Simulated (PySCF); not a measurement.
Gas-phase reaction: HfO2 + 3 F2 ⇌ HfF4 + 2 FO

Energies from PySCF (xtb for GFN2), thermal terms from the rigid-rotor harmonic-oscillator model, ideal gas at 1 bar. † marks an energy on the PBE0/def2-TZVP geometry and frequencies; other levels use their own. MP2 freezes the core. Open shells (unrestricted): FO (multiplicity 2, electronic degeneracy 4); the rest are closed-shell singlets. GFN2 has no spin-polarisation term. Spin-orbit splitting is ignored; it lowers the true energy and changes the entropy of FO. Hf: scalar-relativistic def2 core potential, no spin-orbit coupling. MP2 isn't extrapolated to the basis-set limit; its ΔH°(298 K) is -1242.0 kJ in def2-SVP and -1217.4 kJ in def2-TZVPP. The harmonic model lacks anharmonicity and excited electronic states, which grow with temperature; levels with a mode under 35 cm⁻¹ are left out.

| level | ΔE electronic, kJ | ΔH°(298 K), kJ | ΔS°(298 K), J/K | ΔG°(1600 K), kJ |
|---|---|---|---|---|
| BLYP/def2-TZVP† | -1216 | -1215 | -120 | -1042 |
| GFN2-xTB | -1071 | -1063 | -115 | -892 |
| MP2/def2-TZVPP† | -1219 | -1217 | -120 | -1045 |
| PBE0/def2-QZVP† | -1303 | -1301 | -120 | -1128 |
| ωB97X-V/def2-TZVP† | -1323 | -1321 | -120 | -1148 |
ΔH° is lowest at ωB97X-V/def2-TZVP† and highest at GFN2-xTB. No reference value is set beside these.
